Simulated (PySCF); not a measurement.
PySCF 2.14 output of a UHF calculation on a single atom or ion in cc-pVDZ-DK (6s5p3d1f, 43 functions), with the spin-free X2C one-electron Hamiltonian (Gaussian nucleus):

```
SCF conv_tol = 1e-09
number electrons alpha = 12  beta = 9
cycle= 1 E= -852.540039123066  delta_E= -0.00418  |g|= 0.017  |ddm|= 0.0486
cycle= 2 E= -852.540147679473  delta_E= -0.000109  |g|= 0.00277  |ddm|= 0.00797
cycle= 3 E= -852.540150769176  delta_E= -3.09e-06  |g|= 9.57e-05  |ddm|= 0.00178
cycle= 4 E= -852.540150781187  delta_E= -1.2e-08  |g|= 1.77e-05  |ddm|= 0.000536
cycle= 5 E= -852.540150781634  delta_E= -4.47e-10  |g|= 2.33e-06  |ddm|= 0.000117
converged SCF energy = -852.540150781634  <S^2> = 3.7523435  2S+1 = 4.0011716
```

The run itself started from symmetry-adapted Hartree-Fock orbitals and held the occupation by maximum overlap, so the iterations belong to that start.

Which element, charge and spin multiplicity is this?

Ti+ (titanium, charge +1), multiplicity 4; the state was [Ar] 3d2 4s1, high-spin 4F determinant.
